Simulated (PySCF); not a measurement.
C5H12F2Si.
Numbering: `[CH3:1][C:2]([CH3:3])([CH3:4])[SiH2:5][CH:6]([F:7])[F:8]` (hydrogens: H9, H10, H11 on C1; H12, H13, H14 on C3; H15, H16, H17 on C4; H18, H19 on Si5; H20 on C6)

Cartesian coordinates in Å at the PBE0-D3(BJ)/def2-SVP level; atoms count from 1:
```
atom  x, y, z in Å
C1    -1.1866   -0.9072    0.5580
C2    -0.6049    0.1460   -0.3906
C3    -1.5506    1.3484   -0.4787
C4    -0.4009   -0.4586   -1.7836
Si5    1.0660    0.7550    0.2849
C6     2.4078   -0.6243    0.1930
F7     1.9739   -1.7578    0.8174
F8     3.5358   -0.2059    0.8284
H9    -0.5140   -1.7703    0.6744
H10   -2.1502   -1.2786    0.1667
H11   -1.3746   -0.4917    1.5607
H12   -2.5423    1.0260   -0.8431
H13   -1.1772    2.1176   -1.1736
H14   -1.7022    1.8257    0.5032
H15    0.2343   -1.3585   -1.7528
H16   -1.3724   -0.7626   -2.2118
H17    0.0553    0.2589   -2.4854
H18    1.5867    1.8956   -0.5312
H19    0.9597    1.1633    1.7172
H20    2.6953   -0.9080   -0.8375
```

Computed, not measured: TDDFT CAM-B3LYP/def2-SVPD, vertical, gas phase, core orbitals frozen in the response (PySCF).

Frontier orbitals with the atoms that hold most of them (Löwdin shares over 4%, at most four atoms; ? is withheld):

```tsv
orbital	ε (eV)	atoms
LUMO+2	1.79	Si5 26%, F8 14%, H18 10%, H19 8%
LUMO+1	1.39	Si5 17%, C6 17%, H20 11%, H19 9%
LUMO	1.07	?
HOMO	?	C2 27%, Si5 19%, C6 8%, C3 8%
HOMO-1	-10.15	?
HOMO-2	-11.02	C2 19%, C1 17%, Si5 14%, C4 10%
HOMO-3	-11.14	C3 21%, C2 20%, C4 15%, C1 12%
```

**Question.** Which atoms hold the HOMO-1, and with what shares?

**Answer.** C6 (bonded to 2 F, Si and H) 20%; Si5 (bonded to 2 C and 2 H) 20%; F7 (bonded to C) 14%; F8 (bonded to C) 10%. By element: fluorine 25%, carbon 20% or more, silicon 20%.

**Question.** Which atoms hold the LUMO, and with what shares?

**Answer.** Si5 (bonded to 2 C and 2 H) 17%; C4 (bonded to C and 3 H) 11%; C3 (bonded to C and 3 H) 9%; C1 (bonded to C and 3 H) 7%. By element: carbon 27% or more, silicon 17%.

**Question.** What is the HOMO energy, and the HOMO–LUMO gap?

**Answer.** ε(HOMO) = -9.41 eV; the gap is 10.49 eV (0.3854 hartree).

**Question.** The HOMO–LUMO gap is 10.49 eV. Where does the response calculation put the lowest singlet, and from which orbitals?

**Answer.** S1 is at 7.62 eV (f = 0.0030), 2.86 eV below the gap, made of HOMO→LUMO (81%). Without the coupling terms of the response equations the lowest excitation would equal the gap.

**Question.** Give energy, strength and leading configuration of S1 and S2, and follow the Löwdin shares of the leading atoms from the occupied to the empty orbital.

**Answer.** 
- S1 (7.62 eV, f 0.0030), HOMO→LUMO (81%): C2 27% → at most 8%, Si5 19% → 17%, C4 at most 8% → 11%
- S2 (7.81 eV, f 0.019), HOMO→LUMO+1 (81%): C2 27% → at most 9%, Si5 19% → 17%, C6 8% → 17%

One conformer stands for the species.

Without π bonds the low states are Rydberg-like; a valence basis with one diffuse set may place them up to an eV too high.
